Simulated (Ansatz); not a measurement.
FH$_{6}$NSSi$_{2}$ (`N[SiH2][SiH](F)S`), relaxed with RKS PBE0-D4/def2-TZVP in Ansatz 0.2.0 from a PBE-D4/def2-SVP geometry. The force threshold is 0.005 eV/Å; the program also tests the step.

Charge 0, multiplicity 1.

Start:

```xyz
11

N    -0.772   -0.567    1.312
Si   -0.182    0.935    0.576
Si    0.934    0.133   -1.340
F     2.460   -0.328   -0.904
S    -0.304   -1.521   -1.890
H    -1.644   -0.514    1.847
H    -0.092   -1.128    1.834
H    -1.407    1.719    0.192
H     0.675    1.793    1.476
H     1.097    1.047   -2.519
H    -0.764   -1.570   -0.583
```

```json
{"step": "1", "energy (eV)": "-30886.7136", "largest force (eV/Å)": "1.227", "largest move (Å)": "0.000"}
{"step": "2", "energy (eV)": "-30886.7751", "largest force (eV/Å)": "0.760", "largest move (Å)": "0.064"}
{"step": "3", "energy (eV)": "-30886.7941", "largest force (eV/Å)": "0.253", "largest move (Å)": "0.126"}
{"step": "4", "energy (eV)": "-30886.8044", "largest force (eV/Å)": "0.127", "largest move (Å)": "0.045"}
{"step": "5", "energy (eV)": "-30886.8067", "largest force (eV/Å)": "0.080", "largest move (Å)": "0.022"}
{"step": "6", "energy (eV)": "-30886.8078", "largest force (eV/Å)": "0.068", "largest move (Å)": "0.027"}
{"step": "7", "energy (eV)": "-30886.8083", "largest force (eV/Å)": "0.047", "largest move (Å)": "0.032"}
{"step": "8", "energy (eV)": "-30886.8089", "largest force (eV/Å)": "0.022", "largest move (Å)": "0.017"}
{"step": "9", "energy (eV)": "-30886.8091", "largest force (eV/Å)": "0.016", "largest move (Å)": "0.009"}
{"step": "10", "energy (eV)": "-30886.8095", "largest force (eV/Å)": "0.039", "largest move (Å)": "0.045"}
{"step": "11 (rejected)", "energy (eV)": "-30886.8092", "largest force (eV/Å)": "0.069", "largest move (Å)": "0.030"}
{"step": "12", "energy (eV)": "-30886.8097", "largest force (eV/Å)": "0.034", "largest move (Å)": "0.015"}
{"step": "13", "energy (eV)": "-30886.8098", "largest force (eV/Å)": "0.025", "largest move (Å)": "0.005"}
{"step": "14", "energy (eV)": "-30886.8098", "largest force (eV/Å)": "0.020", "largest move (Å)": "0.004"}
{"step": "15", "energy (eV)": "-30886.8099", "largest force (eV/Å)": "0.007", "largest move (Å)": "0.007"}
{"step": "16", "energy (eV)": "-30886.8099", "largest force (eV/Å)": "0.004", "largest move (Å)": "0.002"}
```

End:

```xyz
11

N    -0.743   -0.501    1.432
Si   -0.209    0.916    0.591
Si    0.923    0.119   -1.300
F     2.381   -0.403   -0.861
S    -0.283   -1.457   -2.049
H    -1.577   -0.439    1.995
H    -0.059   -1.087    1.886
H    -1.430    1.649    0.163
H     0.641    1.850    1.388
H     1.147    1.066   -2.420
H    -0.790   -1.713   -0.825
```

Hardware: 4 threads of an Arm Neoverse V1 on a shared host. Wall time 65 s, peak host memory 0.62 GiB.
